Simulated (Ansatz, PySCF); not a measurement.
K, doublet. Base run: R2SCAN/def2-SVPD run with PySCF.

PySCF was given this input:
```python
from pyscf import gto, scf, dft

mol = gto.M(
    atom='''
K     0.00000000    0.00000000    0.00000000
''',
    basis='def2-svpd',
    spin=1,
    verbose=4,
)

mf = dft.UKS(mol)
mf.xc = 'r2scan'
mf.kernel()
```

The same geometry, method and basis name were run in Ansatz (an electronic-structure program) and PySCF, at each program's defaults and at the settings that a row names. The base is PySCF at its defaults. Differences at the defaults can come from grids, fitting, cores and function types together.

```csv
code and settings,ΔE vs base (µEh),basis functions,E (Eh),SCF cycles
"PySCF, defaults (exact integrals, its default grid, spherical functions)",0.0,27,-599.79555,6
"Ansatz, defaults (factorised integrals, its default grid, spherical functions)",-26.6,27,-599.79558,-
"PySCF, density fitting with def2-universal-jkfit",-18.1,27,-599.79557,6
"PySCF, fine grid",-96.5,27,-599.79565,6
"Ansatz, high accuracy",-26.5,27,-599.79558,-
```

Open shells are given as the SCF converged; they aren't shown to be the lowest states, and a large step between rows can be another state.
